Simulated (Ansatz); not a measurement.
A structure relaxed at PBE0-D4/def2-TZVP in Ansatz, charge 0, singlet:

| atom | x (Å) | y (Å) | z (Å) |
| --- | --- | --- | --- |
| Cs1 | 1.872 | -0.549 | 0.831 |
| Cs2 | -1.872 | 0.549 | -0.831 |
| H3 | -0.690 | 0.027 | 1.572 |
| H4 | 0.690 | -0.026 | -1.572 |

Question: Give its formula.

Answer: the cluster Cs2H2 (the lowest singlet isomer of a short search).

Question: Summarise the bond lengths by kind (pairs closer than 1.2 times the sum of covalent radii, bridged metal pairs left out).

Answer: 4 × Cs–H 2.73 Å.

In the def2 sets Cs takes a core potential; there is no spin–orbit coupling. The structure comes from a short search, and lower isomers may exist.
